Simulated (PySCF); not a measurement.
C2H7FOSi2.
Bonds: C1–C2 (double), C2–Si3, Si3–O4, O4–Si5, Si5–F6. Hydrogens: H7, H8 on C1; H9 on C2; H10, H11 on Si3; H12, H13 on Si5.

Computed, not measured: TDDFT B3LYP/def2-SVPD, vertical, gas phase, core orbitals frozen in the response in PySCF. The structure is a single PBE0-D3(BJ)/def2-SVP conformer in the gas phase; no vibrational or solvent corrections. The geometry optimisation had not met its thresholds, so the values belong to a structure short of the stationary point.

Each state is given a Gaussian of 0.3 eV full width at half maximum, with ε(max) = 2.175×10⁸ f / Δν̃ (Δν̃ the width in cm⁻¹). The width is an assumption, not a result. The curve ends short of the highest state used, and states not computed would add to its high-energy end.

(λ (nm), ε (L mol⁻¹ cm⁻¹)): (169.9, 2032), (170.6, 2121), (171.2, 2414), (171.9, 3095), (172.6, 4244), (173.2, 5665), (173.9, 7862), (174.6, 10594), (175.3, 13716), (175.9, 16518), (176.6, 19656), (177.3, 22329), (177.9, 24012), (178.6, 25066), (179.3, 25039), (179.9, 24179), (180.6, 22335), (181.3, 19818), (182.0, 16917), (182.6, 14338), (183.3, 11435), (184.0, 8814), (184.6, 6871), (185.3, 4996), (186.0, 3533), (186.6, 2576), (187.3, 1751), (188.0, 1178), (188.7, 794), (189.3, 575), (190.0, 410), (190.7, 309), (191.3, 255), (192.0, 215), (192.7, 189), (193.3, 171), (194.0, 153), (194.7, 135), (195.4, 117), (196.0, 101), (196.7, 84), (197.4, 67), (198.0, 55), (198.7, 42), (199.4, 31), (200.0, 24), (200.7, 17), (201.4, 12), (202.1, 8), (202.7, 5), (203.4, 3), (204.1, 2), (204.7, 1), (205.4, 1), (206.1, 1), (206.8, 0)

Question: Locate the maxima and give the states behind the curve.

Answer: 179 nm (6.93 eV), ε about 25000, made up of S3 (96%) (ε in L mol⁻¹ cm⁻¹; maxima over ε = 5, shares over 10%). At its high-energy end, 7.30 eV, the curve is still rising (ε about 2000, from S3, S4, S5 and S6). The states used: S1 6.45 eV (f 0.0017); S2 6.81 eV (f 0.017); S3 6.93 eV (f 0.269); S4 7.31 eV (f 0.0031); S5 7.35 eV (f 0.011); S6 7.56 eV (f 0.019); S7 7.57 eV (f 0.0094); S8 7.65 eV (f 0.040); S9 7.71 eV (f 0.014); S10 7.90 eV (f 0.0045).

Question: Coming from long wavelengths, where does ε first pass 100 L mol⁻¹ cm⁻¹?

Answer: At about 196 nm (6.32 eV), 0.12 eV below S1.

Question: On this curve, what absorbance would a 10⁻³ mol/L sample give at 193 nm over a 1 cm path?

Answer: 193 nm is 6.424 eV, where ε is about 180 L mol⁻¹ cm⁻¹, so A = ε c l ≈ 0.18 (Beer–Lambert, with the gas-phase spectrum and the assumed width).

Question: What would ε be at 6.93 eV, the highest of these maxima, with half the width (0.15 eV)?

Answer: About 48800 L mol⁻¹ cm⁻¹ against 25200, a factor of about 1.9; a lone state at its own centre would give exactly 2.

All these states lie below the vertical ionisation energy of 10.11 eV (ΔSCF).

On one thread, Arm Neoverse V2 (aarch64), shared host with 96 logical CPUs at a one-minute load of 11, this took 64 s wall and 0.86 GiB of memory at its peak.
